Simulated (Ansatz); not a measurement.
Basis-set extrapolation for CH₆BNO₂Si (PBE0-D4/def2-TZVP geometry, frozen core, Ansatz 0.2.0). Multiplicity 1, RHF reference.

```json
{"": "HF", "def2-TZVPP": "-559.300346", "def2-QZVPP": "-559.321868"}
{"": "MP2 correlation", "def2-TZVPP": "-1.068453", "def2-QZVPP": "-1.147781"}
{"": "CCSD(T) correlation", "def2-TZVPP": "-1.149010", "def2-QZVPP": "not run"}
```

Energies in hartree. Use E(X) = E(∞) + A·exp(−7.88·√X) for Hartree–Fock and E(X) = E(∞) + B·X^(−2.97) for correlation, with X = 3 and 4, and add CCSD(T) minus MP2 of the smaller set to the MP2 limit.

What is the CCSD(T) energy at the basis-set limit?

HF limit: -559.321868 + (-0.021522) × 0.13774 = -559.32483. MP2 limit: -1.147781 + (-0.079328) × 0.74074 = -1.20654. Higher-order term: -1.149010 − (-1.068453) = -0.08056. Total: -560.61193 hartree, 426.8 kJ/mol below CCSD(T)/def2-TZVPP.
